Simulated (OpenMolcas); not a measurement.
**Ir6+: moving or changing the point charges**

Ir6+ among 3 point charges of -1.5 e arranged as a planar triangle (D3h), 2.03 Å from the ion.
```
   2.0300    0.0000    0.0000  -1.50
  -1.0150    1.7580    0.0000  -1.50
  -1.0150   -1.7580    0.0000  -1.50
```

* Program: OpenMolcas
* Method: CASSCF
* Basis: ANO-RCC-VDZP [7s6p4d2f]
* Scalar Hamiltonian: DKH2, point nucleus
* Active space: 3 electrons in 5 orbitals (5d)
* State averaging: 2S+1 = 4 even, 10 roots; 2S+1 = 2 even, 40 roots
* Spin-orbit coupling: RASSI with atomic mean-field integrals over the reference wave functions

Runs around this geometry, states (labels of D3, the rotations of D3h). Energies in cm-1 above the lowest state or level, χT in cm3 K/mol.

```
R (Å)  q (e)  Ground state  First state of that spin  First gap with spin-orbit (degeneracies)  χT at 300 K  First state of another spin
 2.03  -0.98           4A1                   4A2 2.1                               2122 (2, 2)        0.084                    2A1 15913
 1.94   -1.5           4A2                 4A1 734.9                               3227 (2, 2)        0.091                    2A2 15196
 2.03   -1.5           4A1                   4A2 4.7                               2964 (2, 2)        0.086                     2E 15283
  2.2   -1.5           4A1                   4A2 2.5                               2495 (2, 2)        0.083                    2A1 15916
```

The ground state changes within this set.

Without dynamic correlation the repulsion within the d shell is too large (B by tens of per cent), so at a given field states of lower spin stand too high. The ground term spreads over less than 5000 cm-1, several times less than with real ligands, so orbital moments are less quenched and χT lies further from the spin-only value than at real sites. Spin-orbit coupling mixes the spin-free states strongly: the lowest level takes only 25 % from its leading state, 4A1 (figures for R = 2.03, q = -0.98; the like holds for R = 1.94, q = -1.5, R = 2.03, q = -1.5, R = 2.2, q = -1.5). Point charges carry no covalency, so the field is a model and not that of real ligands. No measured value stands beside these numbers.
